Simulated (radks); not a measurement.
The selenium ion Se29+, 5 electrons, occupied as [He] 2s2 2p1.

Calculated with a radial shooting solver on a logarithmic mesh with Libxc functionals: scalar-relativistic Kohn-Sham, B86b exchange with PBE correlation, spin-polarised, spherical densities, finite nucleus; open shells are filled with parallel spins first; Fermi nuclear charge, rms radius 4.14 fm.

Energy parts (hartree):
| part | energy |
|---|---|
| total | -1535.60651 |
| kinetic | 1579.49457 |
| electron-nucleus | -3192.42103 |
| Hartree | 109.63759 |
| exchange-correlation | -32.31763 |

Orbitals (lengths in bohr, moments of r in powers of bohr; r(90%) holds 90 % of the orbital's charge):
orbital	occ.	eigenvalue (hartree)	<r^2>	r(90%)
1s up	1	-536.6975	0.002589	0.0784
1s down	1	-536.3675	0.002585	0.0783
2s up	1	-122.3277	0.03896	0.279
2s down	1	-121.7254	0.03914	0.280
2p up	1	-117.7778	0.02948	0.251
2p down	0	-117.0616	0.02965	0.252

The highest occupied level is 2p up at -3204.9 eV. The electron density at the nucleus is 4.049e+04 e/bohr^3 (large components only). For comparison, the ionisation energy in NIST's Atomic Spectra Database is 3302 eV (semi-empirical). In exact Kohn-Sham theory the highest level is minus the ionisation energy, but local and semilocal functionals leave it too shallow, through self-interaction and a potential that decays too fast; potentials with the right tail come closer. The spin density at the nucleus is -2.63 e/bohr^3 (1s -16.97, 2s 14.34). The density falls to 0.001 e/bohr^3 at r = 0.60 bohr. Summed over all electrons, <r^2> = 0.1128 bohr^2, which gives a Langevin (diamagnetic) susceptibility term of -0.0893 x 10^-6 cm^3/mol.
